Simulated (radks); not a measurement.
Values are calculated unless marked as measured or tabulated.
Effect of the nuclear size on neutral rhodium, [Kr] 4d8 5s1. Level of theory: Dirac Kohn-Sham, PBE, spin-unpolarised, spherical densities, finite nucleus; open shells fill j = l - 1/2 first; Fermi nuclear charge, rms radius 4.4945 fm (a radial shooting solver on a logarithmic mesh with Libxc functionals). The rms radius is varied about that value; shifts are against it.

rms radius (fm) = 3.8877: total energy shift (eV) -0.555; density at nucleus (e/bohr^3) 1.232e+05; 1s1/2 shift (meV) -234; 2s1/2 shift (meV) -25.7; 3p1/2 shift (meV) 0.311; 4s1/2 shift (meV) -0.837; 4p1/2 shift (meV) 0.057; 5s1/2 shift (meV) -0.049
rms radius (fm) = 4.1979: total energy shift (eV) -0.280; density at nucleus (e/bohr^3) 1.22e+05; 1s1/2 shift (meV) -118; 2s1/2 shift (meV) -13.0; 3p1/2 shift (meV) 0.157; 4s1/2 shift (meV) -0.423; 4p1/2 shift (meV) 0.029; 5s1/2 shift (meV) -0.025
rms radius (fm) = 4.4945: total energy shift (eV) 0; density at nucleus (e/bohr^3) 1.21e+05; 1s1/2 shift (meV) 0.000; 2s1/2 shift (meV) 0.000; 3p1/2 shift (meV) 0.000; 4s1/2 shift (meV) 0.000; 4p1/2 shift (meV) 0.000; 5s1/2 shift (meV) 0.000
rms radius (fm) = 4.9395: total energy shift (eV) 0.451; density at nucleus (e/bohr^3) 1.196e+05; 1s1/2 shift (meV) 190; 2s1/2 shift (meV) 20.9; 3p1/2 shift (meV) -0.253; 4s1/2 shift (meV) 0.681; 4p1/2 shift (meV) -0.046; 5s1/2 shift (meV) 0.040
rms radius (fm) = 5.4114: total energy shift (eV) 0.970; density at nucleus (e/bohr^3) 1.183e+05; 1s1/2 shift (meV) 409; 2s1/2 shift (meV) 45.0; 3p1/2 shift (meV) -0.543; 4s1/2 shift (meV) 1.46; 4p1/2 shift (meV) -0.100; 5s1/2 shift (meV) 0.086

Slopes of the eigenvalues against <r^2> in GHz/fm^2, as finite differences over the two radii next to the reference (eigenvalue slopes, not the field-shift constants of lines): 1s1/2 11000, 2s1/2 1210, 3p1/2 -14.6, 4s1/2 39.4, 4p1/2 -2.68, 5s1/2 2.31.
